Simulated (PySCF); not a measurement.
**Structure from 2D NMR**

Compound of formula C7H11ClSi. Correlations simulated from computed shifts and the bond graph:

HSQC (one-bond C–H):
| δH | δC |
| --- | --- |
| 2.38 | 17.5 |
| 2.20 | 19.1 |
| 1.77 | 19.1 |
| 1.48 | 27.5 |
| 1.48 | 27.5 |
| 1.15 | 15.3 |

COSY cross peaks (H two or three bonds apart, from the bond graph; peaks can be absent where the dihedral angle is near 90°):
| δH | δH |
| --- | --- |
| 2.38 | 1.15 |
| 2.20 | 1.77 |
| 2.20 | 1.48 |
| 2.20 | 1.48 |
| 1.77 | 1.48 |
| 1.77 | 1.48 |
| 1.48 | 1.48 |

HMBC (two and three bonds, from the bond graph):
| δH | δC |
| --- | --- |
| 2.38 | 117.6, 82.8, 15.3 |
| 2.20 | 27.5 |
| 1.77 | 27.5 |
| 1.48 | 82.8, 27.5, 19.1 |
| 1.48 | 82.8, 27.5, 19.1 |
| 1.15 | 117.6, 17.5 |

Carbons without hydrogens: δ 117.6, 82.8.

Theory: structure optimised with PBE0-D3(BJ)/def2-SVP, shieldings: GIAO PBE/pcSseg-1, in PySCF 2.14 (no relativistic terms, isolated molecule, a single conformation, equivalent nuclei averaged).

References, each an isolated molecule treated in the same way: 1H and 13C vs TMS.

Exchangeable hydrogens are left out of these lists.

Q: Which molecule is this?

A: `CCC#C[Si]1(Cl)CCC1`.

Atom-mapped SMILES (the numbers label the heavy atoms): `[CH3:1][CH2:2][C:3]#[C:4][Si:5]1([Cl:6])[CH2:7][CH2:8][CH2:9]1`. Hydrogens are named by the atom that carries them.

- δC 117.6 is C3, an alkyne carbon.
- δC 82.8 is C4, an alkyne carbon.
- δC 27.5 is C7/C9, an sp3 CH2 bonded to Si (δH 1.48).
- δC 19.1 is C8, an sp3 CH2 in a ring (δH 2.20, 1.77).
- δC 17.5 is C2, a propargylic sp3 CH2 (δH 2.38).
- δC 15.3 is C1, a methyl carbon (δH 1.15).
- HMBC from δH 2.38 reaches the proton-free carbons C3, C4.
- HMBC from δH 1.48 reaches the proton-free carbon C4.
- HMBC from δH 1.48 reaches the proton-free carbon C4.
- HMBC from δH 1.15 reaches the proton-free carbon C3.
- COSY links 2.38–1.15, 2.20–1.77, 2.20–1.48, 2.20–1.48, 1.77–1.48, 1.77–1.48.

This is the structure that produced the data.

Shifts are as computed. Against solution values, carbons near 30 ppm lie about +2 ppm off and those near 130 ppm about +2 ppm. Of 1211 compounds with measured shifts, 218 miss one by over three times the rms of a fit or turn the order of signals round; such compounds aren't used in these exercises.
